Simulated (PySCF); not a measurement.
One of the candidates below gave these computed data.

All candidates are C2H13NOSi4.

| technique | computed result |
| --- | --- |
| 1H NMR | chemical shifts (computed TMS as zero) by class: 5.90 (1 H), 5.17 (2 H), 4.74 (3 H), 4.26 (3 H), 4.13 (3 H), 0.03 (1 H) ppm [GIAO PBE0/pcSseg-1] |
| NMR, other nuclei | isotropic shieldings of nuclei other than C and H, by class: 248 (1 N), 176 (1 O), 380 (1 Si), 412 (1 Si), 425 (1 Si), 441 (1 Si) ppm [GIAO PBE0/pcSseg-1] |
| Rotational structure | rotational constants A, B, C: 1.734, 0.478, 0.385 GHz [GFN2-xTB] |
| 13C NMR | chemical shifts (computed TMS as zero) by class: 174.2 (1 C), 127.3 (1 C) ppm [GIAO PBE0/pcSseg-1] |
| Dipole | 1.69 D [PBE0/pcSseg-1] |

Electronic properties: PySCF, gas phase, density fitting. Levels stand in brackets. The structure is a single GFN2-xTB conformer in the gas phase; no vibrational or solvent corrections. NMR classes are plain means over equivalent atoms (diastereotopic ones count apart unless rotation or inversion swaps them), as if these changed places fast.

Question: Which candidate is it?
A. `CN[SiH2]C(=O)[SiH2][SiH2][SiH3]`
B. `O=CC([SiH3])([SiH3])[SiH2]N[SiH3]`
C. `[SiH3]/C=C(/[SiH3])O[SiH2]N[SiH3]`

Answer: C. It is `[SiH3]/C=C(/[SiH3])O[SiH2]N[SiH3]`. Numbering: `[SiH3:1]/[CH:2]=[C:3](/[SiH3:4])[O:5][SiH2:6][NH:7][SiH3:8]`. Its formula, C2H13NOSi4, gives 1 degree of unsaturation: 0 rings and 1 π bond in the structure found. 2 carbons fall into 2 classes; from least to most shielded: vinylic carbon bearing oxygen [C3] (174.2 ppm), alkene CH carbon [C2] (127.3 ppm). Hydrogen classes from least to most shielded: 1 H on an alkene CH carbon, C2 (5.90 ppm), 2 H on an oxygen-bound silicon, Si6 (5.17 ppm), 3 H on an SiH3 silicon, Si8 (4.74 ppm), 3 H on an SiH3 silicon, Si4 (4.26 ppm), 3 H on an SiH3 silicon, Si1 (4.13 ppm), 1 H on a nitrogen bridging silicon atoms, N7 (0.03 ppm). The other shieldings belong to: 248 ppm, nitrogen bridging silicon atoms [N7]; 176 ppm, silyl ether oxygen [O5]; 380 ppm, oxygen-bound silicon [Si6]; 412 ppm, SiH3 silicon [Si8]; 425 ppm, SiH3 silicon [Si4]; 441 ppm, SiH3 silicon [Si1]. The optimised geometry has point group C1 and is an asymmetric top.

The others, at the same levels:
- `O=CC([SiH3])([SiH3])[SiH2]N[SiH3]` fails: its computed 13C shifts are 207.0 (1 C), 33.0 (1 C) ppm, 1H shifts are 9.66 (1 H), 5.02 (2 H), 4.72 (3 H), 4.11 (6 H), -0.58 (1 H) ppm and rotational constant A is 1.533 GHz (against 1.734 GHz).
- `CN[SiH2]C(=O)[SiH2][SiH2][SiH3]` fails: its computed 13C shifts are 317.5 (1 C), 30.7 (1 C) ppm, 1H shifts are 5.20 (2 H), 4.20 (2 H), 3.55 (3 H), 3.26 (2 H), 2.77 (3 H), 0.11 (1 H) ppm and rotational constant A is 2.187 GHz (against 1.734 GHz).

Each candidate is one conformer, not necessarily the lowest. The conformers computed, where there is a choice (atom-mapped SMILES and torsion angles):
- `[SiH3:1]/[CH:2]=[C:3](/[SiH3:4])[O:5][SiH2:6][NH:7][SiH3:8]`: C2–C3–O5–Si6 -141°, C3–O5–Si6–N7 -62°, O5–Si6–N7–Si8 171°
- `[O:1]=[CH:2][C:3]([SiH3:4])([SiH3:5])[SiH2:6][NH:7][SiH3:8]`: O1–C2–C3–Si4 126°, C2–C3–Si6–N7 178°, C3–Si6–N7–Si8 178°
- `[CH3:1][NH:2][SiH2:3][C:4](=[O:5])[SiH2:6][SiH2:7][SiH3:8]`: C1–N2–Si3–C4 -174°, N2–Si3–C4–O5 6°, Si3–C4–Si6–Si7 -95°, C4–Si6–Si7–Si8 -104°
